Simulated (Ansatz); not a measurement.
Species: Si₂H₄F₂, charge 0, singlet. Si2H4F2 (difluoro(silyl)silane, SMILES F[SiH](F)[SiH3]).
B3LYP-D3(BJ)/def2-TZVP minimum from Ansatz (an electronic-structure program):
```
Si
F 1 1.6000
F 1 1.6000 2 107.00
H 1 1.4770 2 107.20 3 114.74
Si 1 2.3448 4 116.07 2 -122.70
H 5 1.4806 1 109.96 4 180.00
H 5 1.4818 6 109.76 1 -119.97
H 5 1.4818 6 109.76 7 -120.06
```
Charge 0, spin multiplicity 1.

Total energies in cc-pV(D+d)Z, 26 correlated electrons, 12 frozen orbitals. UHF or UKS for unpaired electrons; spin-orbit terms are left out. Cores are frozen in correlated methods. No relativity.

```json
[
 {"method": "HF", "program": "Ansatz", "energy (Eh)": "-779.20197", "minus CCSDT(Q) (mEh)": "623.41"},
 {"method": "MP2", "program": "Ansatz", "energy (Eh)": "-779.77227", "minus CCSDT(Q) (mEh)": "53.11"},
 {"method": "CCSD", "program": "Ansatz", "energy (Eh)": "-779.81190", "minus CCSDT(Q) (mEh)": "13.48"},
 {"method": "CCSD(T)", "program": "Ansatz", "energy (Eh)": "-779.82310", "minus CCSDT(Q) (mEh)": "2.28"},
 {"method": "CCSDT(Q)", "program": "Ansatz", "energy (Eh)": "-779.82538", "minus CCSDT(Q) (mEh)": "0.00"}
]
```

Rough core times of Ansatz's runs on a shared machine: CCSD(T) under 20 s, CCSDT(Q) 30 min.
